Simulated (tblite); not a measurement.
Q: What does the GFN2-xTB structure of `CO[SiH2]CC(=C=O)CF` look like in three dimensions?

A: 
```xyz
18
C5H9FO2Si angstrom
C      1.1476    1.7906   -1.8861
O      0.4197    0.8466   -1.1562
Si     0.5354   -0.7705   -1.2178
C     -0.7443   -1.3592    0.0630
C     -0.5320   -0.7434    1.4266
C      0.0452   -1.4009    2.3845
O      0.5999   -1.9880    3.2263
C     -1.0881    0.6293    1.6663
F     -2.4448    0.5704    1.9365
H      2.2185    1.6791   -1.7054
H      0.8282    2.7830   -1.5670
H      0.9612    1.6784   -2.9559
H      1.8849   -1.2102   -0.8507
H      0.1995   -1.2831   -2.5506
H     -1.7610   -1.1296   -0.2556
H     -0.6698   -2.4426    0.1341
H     -0.6271    1.1170    2.5301
H     -0.9815    1.2396    0.7663
```

Orientation and origin are arbitrary. Atoms count from 1 in this order. Si3 (oxygen-bound silicon) is distorted tetrahedral (angles from 103.6° to 111.5°). Of the pairs four or more bonds apart, O2···H18 is among the closest relative to their van der Waals radii: 2.41 Å, 89 % of the sum of Bondi's values. The C–C distances run from 1.297 Å (C5=C6, drawn double) to 1.511 Å (C4–C5, drawn single), a spread of 0.214 Å. The 2 C–O bonds span 1.167 Å (C6=O7, drawn double) to 1.398 Å (C1–O2, drawn single), a spread of 0.231 Å.

Bonds between heavy atoms (Å): C1–O2 1.398, O2–Si3 1.622, Si3–C4 1.904, C4–C5 1.511, C5=C6 1.297, C6=O7 1.167, C5–C8 1.500, C8–F9 1.385.

The geometry is computed with GFN2-xTB (gas phase).

Point group: C1 (no symmetry element, even within 0.4 Å). Its GFN2-xTB frequencies are all real (lowest 22 cm⁻¹). The numbers are those of one conformer (C1–O2–Si3–C4 179°, O2–Si3–C4–C5 -54°, Si3–C4–C5–C6 -101°, C4–C5–C8–F9 80°). 3 starts were optimised and ended at 0.00, 0.65 and 2.01 kcal/mol (GFN2-xTB); the lowest of these is shown.
